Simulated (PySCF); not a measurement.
Compound: C₃H₁₂FN₃Si₂.
SMILES with atom numbers: `[F:1][CH2:2][C@@H:3]1[CH2:4][NH:5][Si@H:6]([NH:7][SiH3:8])[NH:9]1`

NICS is the negative of the GIAO shielding at a point without a nucleus: at the ring centre (0) and 1 Å above and below it (1); zz is the component along the ring normal. Level: GIAO PBE0/pcSseg-1 (PySCF, non-relativistic, gas phase) on the GFN2-xTB geometry, one conformer.

Ring bond lengths (Å), with Mayer bond orders in brackets: C3–C4 1.531 (1.01), C4–N5 1.446 (0.96), N5–Si6 1.723 (0.96), Si6–N9 1.721 (0.96), N9–C3 1.438 (0.95).

Question: Give the NICS values of each ring in ppm.

Answer: 
```csv
ring,type,NICS(0),"NICS(1), two faces","NICS(1)zz, two faces",rms pucker (Å),"centre to ring atoms, mean (Å)"
C3–C4–N5–Si6–N9,5-membered ring with 2 N and Si; formal bonds all single,-8.1,-2.8 / -3.8,-3.4 / -3.0,0.16,1.32
```

Question: What can be read from them?

Answer: 
- C3–C4–N5–Si6–N9: mean NICS(1)zz -3.2 ppm, shielded. C3, C4, Si6 have four or more neighbours, and the NICS criterion for π rings isn't applied.

Question: How shielded are the nuclei of the rings and their hydrogens (means over atoms taken as equivalent)?

Answer: 
```json
{"atoms": "C3", "environment": "sp3 carbon bound to nitrogen", "σ isotropic (ppm)": "131.0", "principal values of the symmetric part, first atom (ppm)": "114.4, 125.3, 153.2"}
{"atoms": "C4", "environment": "sp3 carbon bound to nitrogen", "σ isotropic (ppm)": "139.9", "principal values of the symmetric part, first atom (ppm)": "123.2, 135.6, 160.9"}
{"atoms": "N5", "environment": "silicon-bound nitrogen", "σ isotropic (ppm)": "232.5", "principal values of the symmetric part, first atom (ppm)": "201.9, 227.5, 268.3"}
{"atoms": "Si6", "environment": "SiH silicon", "σ isotropic (ppm)": "376.5", "principal values of the symmetric part, first atom (ppm)": "342.5, 386.7, 400.3"}
{"atoms": "N9", "environment": "silicon-bound nitrogen", "σ isotropic (ppm)": "229.9", "principal values of the symmetric part, first atom (ppm)": "191.7, 231.8, 266.0"}
{"atoms": "H on C3", "environment": "methine hydrogen", "σ isotropic (ppm)": "28.30", "principal values of the symmetric part, first atom (ppm)": "23.8, 26.5, 34.6"}
{"atoms": "H on C4", "environment": "methylene hydrogen", "σ isotropic (ppm)": "28.29", "principal values of the symmetric part, first atom (ppm)": "22.6, 26.4, 35.9"}
{"atoms": "H on C4", "environment": "methylene hydrogen", "σ isotropic (ppm)": "28.24", "principal values of the symmetric part, first atom (ppm)": "23.8, 26.6, 34.2"}
{"atoms": "H on N5", "environment": "N–H hydrogen", "σ isotropic (ppm)": "31.37", "principal values of the symmetric part, first atom (ppm)": "22.8, 28.7, 42.6"}
{"atoms": "H on Si6", "environment": "Si–H hydrogen", "σ isotropic (ppm)": "26.61", "principal values of the symmetric part, first atom (ppm)": "22.2, 25.1, 32.6"}
{"atoms": "H on N9", "environment": "N–H hydrogen", "σ isotropic (ppm)": "31.71", "principal values of the symmetric part, first atom (ppm)": "23.6, 28.9, 42.6"}
```

The run took 64 s on one thread, Intel Xeon Platinum 8259CL at 2.50 GHz (x86_64), shared host with 96 logical CPUs at a one-minute load of 27, and the process peaked at 1.1 GiB of memory. This is the whole shielding run at PBE0/pcSseg-1, SCF included.
